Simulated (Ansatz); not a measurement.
Mulliken charges of ClFGeH2, SMILES `[F][GeH2][Cl]` from ωB97M-V/def2-TZVPP in Ansatz (PBE0-D4/def2-TZVP geometry).

```tsv
atom	x (Å)	y (Å)	z (Å)	charge (e)
F1	-0.242	-0.508	1.589	-0.367
Ge2	0.140	-0.089	-0.045	0.576
Cl3	-1.390	1.245	-0.699	-0.264
H4	0.068	-1.376	-0.867	0.027
H5	1.475	0.654	-0.018	0.027
```

Problem. By hand: the dipole of these point charges (1 e Å = 4.8032 D).

Solution. Σ q r = (0.578, -0.213, -0.448) e Å, of length 0.762 e Å = 3.66 D.

Problem. How does the dipole of the full density compare? (Best estimate.)

Solution. Computed: (0.347, -0.115, -0.300) e Å, 2.27 D; the point charges give 1.61 times that, at 4° from its direction.

Point charges leave out the atoms' own dipoles, such as those of lone pairs, and Mulliken's split depends on the basis, so the two needn't agree.
